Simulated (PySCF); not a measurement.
C2H8O2Si, SMILES C[Si@H](O)CO.

Geometry: ωB97X-D3(BJ)/def2-SVP. The structure was generated by enumeration; whether it is a known compound was not checked. The values are those of a single conformer.

Two levels are set side by side: TDDFT-PBE/def2-SVPD (PySCF) and TDDFT-LC-ωPBE/def2-SVPD (PySCF). Vertical, same geometry. The lowest singlet is HOMO→LUMO 99 % with PBE and HOMO→LUMO 36 %, HOMO→LUMO+2 22 %, HOMO→LUMO+1 19 % with the other functional; states are paired by order. Differences are taken from unrounded values.

| quantity | TDDFT-LC-ωPBE |
|---|---|
| lowest singlet excitation (eV) | 7.20 |
| lowest triplet excitation (TDA) (eV) | 6.76 |

Problem. What does TDDFT-PBE give, and how far is it from TDDFT-LC-ωPBE? (Estimate from the structure and the level; the computed values follow.)

Solution. 
```csv
quantity,TDDFT-PBE,TDDFT-PBE minus TDDFT-LC-ωPBE
lowest singlet excitation (eV),5.19,-2.01
lowest triplet excitation (TDA) (eV),5.05,-1.71
```

Functionals without exact exchange tend to place singlet excitations lower, as here. Differences between two approximate levels are no errors against the true value.

Rough cost on one machine, each run with all the roots and properties that it gave: TDDFT-LC-ωPBE against TDDFT-PBE about 6 times.
